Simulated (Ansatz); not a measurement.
Reaction (redistribution): `CC([SiH3])S` + `C[SiH2][SnH3]` → `[SiH3][SnH3]` + `C[SiH2]C(C)S`

Isolated molecules relaxed with PBE0-D4/def2-TZVP in Ansatz; ΔE leaves out vibrations. CCSD(T)/CBS adds triple-zeta CCSD(T) − MP2 to the extrapolated MP2 energy (def2 sets, frozen cores). DFT in def2-TZVPP. Elements past krypton have def2 core potentials. For Sn outer-core shells are correlated without core-valence functions, which leaves a few kJ/mol of doubt a bond. One conformer a species, not always the lowest.

`CC([SiH3])S`:

```xyz
12

C    -1.032    1.053   -0.067
C     0.380    0.491   -0.119
Si    0.604   -1.130    0.817
S     1.000    0.263   -1.815
H    -1.329    1.263    0.965
H    -1.107    1.978   -0.644
H    -1.752    0.344   -0.484
H     1.084    1.215    0.305
H     0.083   -1.012    2.209
H     2.038   -1.508    0.864
H    -0.171   -2.188    0.113
H     0.202   -0.768   -2.144
```

`C[SiH2][SnH3]`:

Cartesian coordinates in Å:
```
C -0.222 -1.763 0.394
Si -0.709 -0.232 -0.577
Sn 0.733 1.787 0.070
H -0.846 -2.612 0.107
H -0.343 -1.597 1.466
H 0.821 -2.026 0.206
H -2.138 0.106 -0.327
H -0.555 -0.476 -2.038
H 2.389 1.477 -0.223
H 0.569 2.150 1.734
H 0.302 3.185 -0.812
```

`[SiH3][SnH3]`:

```xyz
8

Si    1.048   -0.616    0.501
Sn   -0.993    0.583   -0.475
H     1.665    0.212    1.571
H     2.060   -0.854   -0.562
H     0.646   -1.924    1.080
H    -2.169    0.852    0.733
H    -1.707   -0.349   -1.715
H    -0.550    2.095   -1.133
```

`C[SiH2]C(C)S`:

Z-matrix (Å, degrees):
```
C
Si 1 1.866
H 1 1.092 2 110.5
H 1 1.092 2 110.4 3 119.9
H 1 1.092 2 111.2 3 -119.7
C 2 1.888 1 111.7 3 -175.3
H 2 1.491 1 110.6 3 -55.2
H 2 1.493 1 110.2 3 64.1
S 6 1.825 2 109.8 1 64.0
C 6 1.523 2 112.9 1 -56.0
H 6 1.094 2 109.4 1 -177.6
H 9 1.343 6 97.6 2 52.5
H 10 1.093 6 110.3 2 -60.1
H 10 1.093 6 111.4 2 -179.8
H 10 1.093 6 111.4 2 59.9
```

**Question.** Is it downhill or uphill in electronic energy at CCSD(T)/CBS, and by how much? (An estimate is asked.)

**Answer.** Computed: Downhill: ΔE = -0.8 kcal/mol.

**Question.** What do these levels give: ωB97X-V, PBE0, SCS-MP2/def2-TZVPP, SCS-MP2/def2-QZVPP, HF/CBS(def2), MP2/CBS(def2)? (An estimate is asked.)

**Answer.** The calculation gave: ωB97X-V -1.1, PBE0 -0.5, SCS-MP2/def2-TZVPP -0.7, SCS-MP2/def2-QZVPP -0.6, HF/CBS(def2) -0.5, MP2/CBS(def2) -0.6 kcal/mol.

Largest T1 diagnostic among the species: 0.013.
